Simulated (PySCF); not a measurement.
## Removing an electron from `C#CCC(=C)C(=C)CC#N`

Species: C9H9N.
SMILES with atom numbers: `[CH:1]#[C:2][CH2:3][C:4](=[CH2:5])[C:6](=[CH2:7])[CH2:8][C:9]#[N:10]` (hydrogens: H11 on C1; H12, H13 on C3; H14, H15 on C5; H16, H17 on C7; H18, H19 on C8)

Cartesian coordinates in Å at the PBE0-D3(BJ)/def2-SVP level; atoms count from 1:
```
atom  x, y, z in Å
C1     1.9215    2.2763   -0.5885
C2     1.6077    1.4830    0.2709
C3     1.2275    0.5214    1.3017
C4     0.1886   -0.4854    0.8341
C5     0.5666   -1.7099    0.4434
C6    -1.2357   -0.0768    0.8092
C7    -2.2142   -0.9016    1.2055
C8    -1.5770    1.3253    0.3311
C9    -1.3887    2.3364    1.3676
N10   -1.2371    3.1225    2.2032
H11    2.2096    2.9844   -1.3431
H12    0.8640    1.0711    2.1864
H13    2.1287   -0.0263    1.6201
H14    1.6138   -2.0205    0.4919
H15   -0.1552   -2.4282    0.0478
H16   -3.2646   -0.6021    1.1562
H17   -1.9904   -1.8927    1.6063
H18   -0.9582    1.6088   -0.5349
H19   -2.6306    1.3591    0.0144
```

Level: wB97X-D/def2-SVPD (PySCF). Frontier orbitals with their largest atomic shares (Löwdin; up to four atoms above 4 %):

```csv
orbital,ε (eV),main atoms
HOMO−3,-10.88,"C6 21 %, C4 17 %, C7 14 %, C5 13 %"
HOMO−2,-9.89,"C1 39 %, C2 36 %, C3 6 %, C4 4 %"
HOMO−1,-9.86,"C1 41 %, C2 38 %, C3 8 %"
HOMO,-9.20,?
LUMO,0.49,"C7 21 %, C5 19 %, C6 18 %, C4 15 %"
LUMO+1,1.95,"C7 10 %, C5 10 %, C8 9 %, C1 8 %"
LUMO+2,2.17,"C1 14 %, C9 11 %, C2 10 %, N10 9 %"
```

Task: What vertical ionisation energy does ΔSCF give, and how far is −ε(HOMO) from it?

Result: ΔSCF: 9.25 eV (892 kJ/mol; threshold wavelength 134 nm); ⟨S²⟩ of the doublet left behind is 0.777, against 0.75 for a pure doublet. −ε(HOMO) is 9.20 eV, 0.05 eV below it. In exact Kohn–Sham theory the two would be equal; wB97X-D (range-separated hybrid) comes within 0.05 eV of that here.

Task: On which atoms does the HOMO lie?

Result: C5 (terminal =CH2 carbon) 25 %, C7 (terminal =CH2 carbon) 22 %, C4 (fully substituted alkene carbon) 19 %, C6 (fully substituted alkene carbon) 16 %, so no atom holds as much as 40 %. The HOMO−1 lies 0.66 eV lower.

Task: Shift the occupied levels rigidly so that −ε(HOMO) equals the ΔSCF value. What binding energies result?

Result: The shift is +0.05 eV: HOMO 9.25, HOMO−1 9.91, HOMO−2 9.94, HOMO−3 10.93 eV. A rigid shift is only a rough guide to the deeper ionisations.

Task: How many of the 10 lowest singlet excitations (vertical TDDFT, same level) lie below the ionisation energy?

Result: All 10; they run from 5.66 to 7.47 eV.

Task: What total energies stand behind the ΔSCF value?

Result: E(N) = -402.56458 Eh and E(N − 1) = -402.22482 Eh at the same geometry, 0.33976 Eh apart.

Task: With α = 107.3 au, estimate the like-pair dispersion coefficient by London's formula C6 = (3/4)α²I.

Result: I = 0.3398 Eh, so C6 ≈ 2930 au, a rough estimate.

Isolated species at its PBE0-D3(BJ)/def2-SVP geometry (one conformer only).

The pairwise dispersion term of wB97X-D wasn't added to the energies; at a given geometry it leaves orbitals and properties as they are.
